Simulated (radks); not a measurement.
The numbers below are computed, except where a source is named.
Question: Cu5+, 24 electrons, occupied as [Ar] 3d6 (the NIST ground configuration). Level of theory: Dirac Kohn-Sham, PBE, spin-unpolarised, spherical densities, point nucleus; open shells are shared between the two j in proportion to 2j + 1 (a radial shooting solver on a logarithmic mesh with Libxc functionals).

Spin-orbit splittings of the eigenvalues, e(l+1/2) - e(l-1/2), with zeta = 2 splitting/(2l+1) and mean radii in bohr:

shell  occ.  splitting (eV)  zeta (eV)  <r> j=l-1/2  <r> j=l+1/2
2p        6           20.48      13.65       0.2041       0.2075
3p        6           2.818      1.879       0.7080       0.7167
3d        6               ?          ?       0.7618       0.7648

Estimate the 3d splitting.

Answer: 0.3914 eV (zeta = 0.1566 eV).
